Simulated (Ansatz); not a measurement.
Species: SbCl$_{2}$ (charge -1, singlet). 
Structure (B3LYP-D3(BJ)/def2-TZVP (Ansatz, an electronic-structure program) minimum search):
```xyz
3

Sb     0.0275     0.0081     0.6470
Cl     0.9858    -1.5970    -0.9943
Cl    -1.0683     1.5728    -0.9466
```
Charge -1, spin multiplicity 1.

Basis-set convergence of Hartree-Fock and CCSD correlation energies (hartree) with Ansatz. Correlated levels leave the core frozen unless marked. No spin-orbit coupling. The frozen core is the preceding noble-gas configuration, with the filled d and f shells of earlier blocks. Past Kr the def2 sets carry scalar-relativistic core potentials. This anion needs diffuse functions, which these sets lack.

```csv
basis,functions,E(HF),"E(corr, CCSD)"
def2-SVP,62,-1158.06645,-0.37610
def2-TZVPP,134,-1158.40119,-0.53269
def2-QZVPP,222,___,___
```

### Question
Complete the blanks.

### Answer

- def2-QZVPP, E(HF): -1158.43216
- def2-QZVPP, E(corr, CCSD): -0.58271
